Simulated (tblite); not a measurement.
Isomers of C4H5FNSi (doublet state). Method: GFN2-xTB as coded in tblite; computed harmonic values from a numerical Hessian at the method's own geometry, unscaled. Errors from tens to a few hundred cm⁻¹ against measured bands are possible. Modes of hydrogen on silicon can be 10 to 20 % off. One conformer each. Open shells enter through the occupations alone, without spin polarisation, and single modes of such species can be off by tens of per cent.

Electronic energies: GFN2-xTB at the same geometries; isomer energies are rough at this level and their order can be wrong.

```
               SMILES  electronic energy, lowest = 0 (kJ/mol)
[NH][Si@H]1C=CC(F)=C1                                    99.4
     N[Si]1C=CC(F)=C1                                     0.0
 N[Si@H]1[C]=CC(F)=C1                                   132.6
```

How do GFN2-xTB zero-point energies change the relative energies?

```tsv
SMILES	ZPE (kJ/mol)	of it from modes above 1550 cm⁻¹	electronic (kJ/mol)	with ZPE, lowest = 0 (kJ/mol)	lowest mode (cm⁻¹)	rings
N[Si]1C=CC(F)=C1	210.9	97.8	0.0	0.0	43	1
[NH][Si@H]1C=CC(F)=C1	199.3	109.1	99.4	87.8	98	1
N[Si@H]1[C]=CC(F)=C1	202.9	112.0	132.6	124.6	100	1
```

The zero-point energies span 11.6 kJ/mol, from `[NH][Si@H]1C=CC(F)=C1` to `N[Si]1C=CC(F)=C1`. The order is unchanged.

What do entropy and thermal enthalpy add at 298.15 K and 1 bar (rigid rotor, harmonic oscillator, one conformer each)?

```csv
SMILES,point group,symmetry number,S (J/(mol K)),H − H(0) (kJ/mol),ZPE + H − H(0) − TS (kJ/mol)
N[Si]1C=CC(F)=C1,C1,1,377.1,23.59,122.1
[NH][Si@H]1C=CC(F)=C1,C1,1,362.7,22.85,114.1
N[Si@H]1[C]=CC(F)=C1,C1,1,365.1,23.20,117.3
```

S holds R ln(2S + 1) for the spin.
